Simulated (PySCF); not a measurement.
C3H8Si2, SMILES C=C1C[SiH2][SiH2]1. Geometry optimised at PBE-D3(BJ)/def2-SVP. The structure was generated by enumeration, and PubChem lists no compound with its InChIKey, so it may never have been made.

Computed equilibrium geometry at PBE-D3(BJ)/def2-SVP (PySCF confirms it by a frequency run) as bond lengths and angles:
Atoms: C1 C2 C3 Si4 Si5 H6 H7 H8 H9 H10 H11 H12 H13. Bonds (Å): C1–C2 1.348, C1–H6 1.102, C1–H7 1.105, C2–C3 1.526, C2–Si5 1.912, C3–Si4 1.937, C3–H8 1.110, C3–H9 1.114, Si4–Si5 2.351, Si4–H10 1.505, Si4–H11 1.506, Si5–H12 1.505, Si5–H13 1.508. Angles (°): C2–C1–H6 121.7, C2–C1–H7 121.5, H6–C1–H7 116.7, C1–C2–C3 126.1, C1–C2–Si5 129.7, C3–C2–Si5 102.3, C2–C3–Si4 96.3, C2–C3–H8 115.1, C2–C3–H9 110.7, Si4–C3–H8 119.2, Si4–C3–H9 107.0, H8–C3–H9 108.0, C3–Si4–Si5 77.0, C3–Si4–H10 111.4, C3–Si4–H11 117.1, Si5–Si4–H10 113.2, Si5–Si4–H11 124.5, H10–Si4–H11 109.8, C2–Si5–Si4 74.1, C2–Si5–H12 117.4, C2–Si5–H13 113.0, Si4–Si5–H12 125.6, Si4–Si5–H13 113.4, H12–Si5–H13 109.3.
